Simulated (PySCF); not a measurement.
## Spinor energies of Ca³⁺ (calcium, charge +3)

Start: [Ne] 3s2 3p5; 3p1/2 filled at m_j = -1/2, +1/2; 3p3/2 filled at m_j = -1/2, +1/2, +3/2. Calculated with PySCF 2.14 in an uncontracted even-tempered set (21 s from 0.092 bohr⁻², ratio 2.4; 15 p from 0.12 bohr⁻², ratio 2.4; 5 d from 1.7 bohr⁻², ratio 2.6; 5 f from 2.5 bohr⁻², ratio 2.6): generalised Hartree-Fock with the X2C-1e Hamiltonian and a Gaussian nucleus; one run each with spin-orbit coupling (SO) switched off, then screened by Boettger's factors.

```json
{"spinor shell": "1s1/2", "electrons": "2", "ε, spin-free (eV)": "-4120.9", "ε, screened SO (eV)": "-4120.9", "weight of nominal j (screened SO)": "1.000", "rms radius, screened SO (bohr)": "0.0888"}
{"spinor shell": "2s1/2", "electrons": "2", "ε, spin-free (eV)": "-496.72", "ε, screened SO (eV)": "-496.69", "weight of nominal j (screened SO)": "1.000", "rms radius, screened SO (bohr)": "0.392"}
{"spinor shell": "2p1/2", "electrons": "2", "ε, spin-free (eV)": "-406.26", "ε, screened SO (eV)": "-409.11", "weight of nominal j (screened SO)": "0.995", "rms radius, screened SO (bohr)": "0.360"}
{"spinor shell": "3s1/2", "electrons": "2", "ε, spin-free (eV)": "-92.144", "ε, screened SO (eV)": "-92.131", "weight of nominal j (screened SO)": "1.000", "rms radius, screened SO (bohr)": "1.21"}
{"spinor shell": "3p1/2", "electrons": "2", "ε, spin-free (eV)": "-68.035", "ε, screened SO (eV)": "-68.733", "weight of nominal j (screened SO)": "0.628", "rms radius, screened SO (bohr)": "1.30"}
{"spinor shell": "3p3/2", "electrons": "3", "ε, spin-free (eV)": "-68.035", "ε, screened SO (eV)": "-67.600", "weight of nominal j (screened SO)": "0.752", "rms radius, screened SO (bohr)": "1.31"}
```

Q: Where does 2p3/2 lie, and what is the 2p spin-orbit splitting (screened SO)?

A: At -404.81 eV, 4.301 eV above 2p1/2.

```tsv
quantity	spin-free	screened SO
E (hartree)	-677.19464	-677.20323
M_J	3/2	3/2
⟨J²⟩	3.755	3.755
⟨L²⟩	2.003	2.004
⟨S²⟩	0.751	0.751
```

Each row is a mean over spinors that exchange with the open shell spreads, by up to 4.798 eV (3s1/2).

Rows whose weight is well below 1 are mixtures of j = l ± 1/2: exchange outweighs spin-orbit coupling there, and the label is only the starting occupation.

Without spin-orbit coupling the j labels of p, d and f shells carry no meaning; the spin-free column gives the mean over the occupied spinors of each nl shell.
